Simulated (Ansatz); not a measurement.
Input for Ansatz (a program for electronic structure): U-CCSDT(Q)/cc-pVQZ on OH (SMILES [OH+]), 2S+1 = 3, a spin state set in the input, which need not be the lowest, at the other state's geometry. Charge +1.

Ansatz 0.2 input:
```yaml
crystal:
  periodic: [false, false, false]
  atoms:
    - {symbol: O, position_ang: [-0.00000000, -0.00000000, -0.11563120]}
    - {symbol: H, position_ang: [0.00000000, 0.00000000, 0.92504958]}
basis:
  gaussian:
    orbitals: cc-pVQZ
total_charge: 1
magnetization: {spin_polarized: true, initial_magnetization: 2}
correlation: {method: ccsdt_q, electrons: outside_noble_gas}
scf: {omitted_lower_state_checks: [cluster_reference]}
```

It printed:

```
WARN ansatz: RAYON_NUM_THREADS=2 ignored (pool sized by the plan → 2); use --threads N
Functional definition: HF
these checks for a lower state are left out or cut short: cluster_reference
integrals: 0.17 GiB planned
1012 factors; integrals over basis functions are off by at most 1.4e-7 eV
mean field: 0.17 GiB planned
mean field evaluation 1: about -2040.2836 eV, gradient 1.7e1 eV
mean field evaluation 2: about -2040.2839 eV, gradient 1.7e1 eV
mean field evaluation 4: about -2041.0878 eV, gradient 1.1e0 eV
mean field evaluation 8: about -2041.0952 eV, gradient 7.2e-4 eV
mean field -2041.09520333 eV, -75.0088652183 hartree, gradient 2.0e-6 eV, S^2 2.014642; 0 other end points of the search recorded, 0 dependent functions left out
1 core orbitals not correlated
reference -2041.09520333 eV, -75.0088652183 hartree; 4, 2 occupied and 80, 82 virtual orbitals, 1012 factors
second order -4.27592861 eV of doubles, -0.00000000 eV of singles
coupled cluster: 1.13 GiB planned
cycle   1  -4.60628462 eV  change   -3.3e-1 eV  update   3.6e-2
cycle   2  -4.83214125 eV  change   -2.3e-1 eV  update   1.5e-2
cycle   3  -4.84901427 eV  change   -1.7e-2 eV  update   6.0e-3
cycle   4  -4.83808122 eV  change    1.1e-2 eV  update   2.8e-3
cycle   5  -4.84190558 eV  change   -3.8e-3 eV  update   1.4e-3
cycle   6  -4.84369566 eV  change   -1.8e-3 eV  update   7.2e-4
cycle   7  -4.84346277 eV  change    2.3e-4 eV  update   2.4e-4
cycle   8  -4.84347502 eV  change   -1.2e-5 eV  update   1.1e-4
cycle   9  -4.84349139 eV  change   -1.6e-5 eV  update   3.6e-5
cycle  10  -4.84345706 eV  change    3.4e-5 eV  update   1.0e-5
cycle  11  -4.84346863 eV  change   -1.2e-5 eV  update   3.6e-6
cycle  12  -4.84347056 eV  change   -1.9e-6 eV  update   1.4e-6
cycle  13  -4.84347235 eV  change   -1.8e-6 eV  update   4.5e-7
cycle  14  -4.84347222 eV  change    1.3e-7 eV  update   1.8e-7
perturbative correction -0.00213767 eV, -0.0000785580 hartree
Total energy: -2045.94081322 eV, -75.1869380974 hartree
Checks for a lower state left out: cluster_reference
```

The run converged.

Cost: about 100 core-seconds (a rough figure).
